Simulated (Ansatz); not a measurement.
Question: Name a neutral molecule of Cl, F, N, S, Ta and H with HOMO energy (B3LYP/def2-TZVPP) between -7.80 and -7.50 eV and HOMO–LUMO gap (PBE0/def2-TZVPP) between 5.50 and 5.80 eV (Ansatz, PBE0-D4/def2-TZVP geometry).

Answer: `[NH2][Ta]([F])(=[S])[Cl]` (-7.60 eV, 5.77 eV). Other molecules can fit too; these were computed, each in one conformer that needn't be the lowest.

B3LYP here is the variant with VWN-RPA as its local correlation; programs differ in this.
